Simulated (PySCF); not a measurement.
**Krypton: a sound run and one with changed settings**

Sound run: Kr [Kr], Kr+ [Ar] 3d10 4s2 4p5. Calculation: PySCF 2.14, in x2c-TZVPall (6s5p4d1f, 48 functions); the spin-free X2C one-electron Hamiltonian (Gaussian nucleus). The sound run starts from symmetry-adapted Hartree-Fock orbitals and uses a fine grid where one is needed.

A second run was set up differently.

```json
{"species": "Kr", "method": "UHF", "sound run (hartree)": "-2788.17927", "changed run (hartree)": "-2788.17927", "converged": "yes"}
{"species": "Kr", "method": "B3LYP", "sound run (hartree)": "-2790.06318", "changed run (hartree)": "-2790.39827", "converged": "yes"}
{"species": "Kr", "method": "PBE", "sound run (hartree)": "-2789.65463", "changed run (hartree)": "-2790.02756", "converged": "yes"}
{"species": "Kr+", "method": "UHF", "sound run (hartree)": "-2787.69941", "changed run (hartree)": "-2787.69941", "converged": "yes"}
{"species": "Kr+", "method": "B3LYP", "sound run (hartree)": "-2789.54337", "changed run (hartree)": "-2789.88472", "converged": "yes"}
{"species": "Kr+", "method": "PBE", "sound run (hartree)": "-2789.13900", "changed run (hartree)": "-2789.52610", "converged": "yes"}
```

Ionisation energy of Kr:

```
method  sound run (eV)  changed run (eV)
   UHF          13.057            13.057
 B3LYP          14.145            13.974
   PBE          14.031            13.645
```

Question: What was changed?
A. level shift left on
B. a valence shell is frozen
C. all electrons correlated in a valence basis
D. radial grid too coarse

Answer: D. It used radial step 0.8 in ln r (0.13 in the sound run). A coarse radial grid mis-integrates the density and the exchange-correlation energy, with errors of either sign; Hartree-Fock needs no grid.
